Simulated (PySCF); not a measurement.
Vertical excitations of a molecule C₄H₁₂Ge from TDA-M06-2X/def2-SVPD run with PySCF, as energy in eV (oscillator strength): 7.59 (0.082), 7.59 (0.082), 7.59 (0.082), 8.60 (0.000), 8.71 (0.000), 8.71 (0.000). Lowest triplet (TDA): 7.46 eV. The structure is a stationary point at B3LYP-D3(BJ)/def2-SVP. The values are those of a single conformer.

**Question.** Identify the compound among the candidates.
A) C[CH2][GeH]([CH3])[CH3]
B) CCC[CH2][GeH3]
C) [CH3][Ge]([CH3])([CH3])[CH3]
D) CC[C@H](C)[GeH3]

**Answer.** C, [CH3][Ge]([CH3])([CH3])[CH3]
